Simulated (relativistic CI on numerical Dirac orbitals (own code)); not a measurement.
**Dy¹⁹⁺: sensitivity of the levels to the model**

Base calculation: Dirac-Coulomb-Breit CI, separate exchange-only KLI orbitals for each configuration, model QED, unscaled Slater integrals.

Configuration list (outside the closed core [Ar] 3d10): 4s2 4p6 4d10 4f, 4s2 4p6 4d10 5s, 4s2 4p6 4d10 5p, 4s2 4p6 4d9 4f2, 4s2 4p6 4d10 5d, 4s2 4p6 4d9 5s2, 4s2 4p5 4d10 4f2, 4s2 4p6 4d10 5f, 4s2 4p6 4d9 4f 5s, 4s2 4p6 4d9 5s 5p, 4s2 4p6 4d10 6s, 4s2 4p6 4d10 6p, 4s2 4p6 4d9 5p2, 4s2 4p6 4d9 4f 5p, 4s2 4p6 4d10 5g, 4s 4p6 4d10 4f2. Levels of other configurations are missing.

Variants: (1) non-relativistic limit. Shifts of the energy above 4s2 4p6 4d10 4f 2F°_5/2, in cm⁻¹, for the lowest level and the first level of each name with at least 55 % of one term (blank where a level changes its place among those of its configuration and J or its character, or is not in the variant):

| Level | Base | Δ(1) |
| --- | --- | --- |
| 4s2 4p6 4d10 4f 2F°_5/2 | 0 | 0 |
| 4s2 4p6 4d10 4f 2F°_7/2 | 11612 | -11612 |
| 4s2 4p6 4d10 5s 2S_1/2 | 343765 | +186153 |
| 4s2 4p6 4d10 5p 2P°_1/2 | 605205 | +164786 |
| 4s2 4p6 4d10 5p 2P°_3/2 | 707198 | +62793 |
| 4s2 4p6 4d10 5d 2D_3/2 | 1117118 | +53409 |
| 4s2 4p6 4d10 5d 2D_5/2 | 1137338 | +33189 |
| 4s2 4p6 4d9 4f2 4F_3/2 | 1198113 | -7810 |
| 4s2 4p6 4d9 4f2 4F_5/2 | 1201475 | -11172 |
| 4s2 4p6 4d9 4f2 4F_7/2 | 1208300 | -17997 |
| 4s2 4p6 4d9 4f2 4F_9/2 | 1218242 | -27939 |
| 4s2 4p6 4d9 4f2 4K_13/2 | 1236676 | -12931 |
| 4s2 4p6 4d9 4f2 4K_15/2 | 1237060 | -13314 |
| 4s2 4p6 4d9 4f2 4K_17/2 | 1238858 | -15112 |
| 4s2 4p6 4d9 4f2 4D_3/2 | 1239776 | -24074 |
| 4s2 4p6 4d9 4f2 4D_1/2 | 1246463 | -30761 |
| 4s2 4p6 4d9 4f2 4H_13/2 | 1247996 | -14033 |
| 4s2 4p6 4d9 4f2 2D_3/2 | 1262706 | -24371 |
| 4s2 4p6 4d9 4f2 2I_13/2 | 1267023 |  |
| 4s2 4p6 4d9 4f2 4I_15/2 | 1270297 |  |
| 4s2 4p6 4d9 4f2 4P_1/2 | 1270684 | -5662 |
| 4s2 4p6 4d9 4f2 2L_17/2 | 1273057 | -7094 |

At this charge transitions that keep the count of f electrons are usually good to a few per cent. Terms inside the open d or f shell come out 10 to 20 % too wide with unscaled integrals. Levels that differ in their count of f electrons can be misplaced by several ten thousand cm⁻¹, since the correlation energy of f electrons is missing or only estimated; rates across such gaps can be off by orders of magnitude.

Ionisation energy from one configuration of each of the two ions, the ground ones as tabulated or assumed: base 467.626 eV. The NIST ASD value (theoretical) is 464.9 ± 2.5 eV.

LS names give the leading component of a level, which can be under half, so a name can repeat, a term be missing and a line seem to break the LS rules.
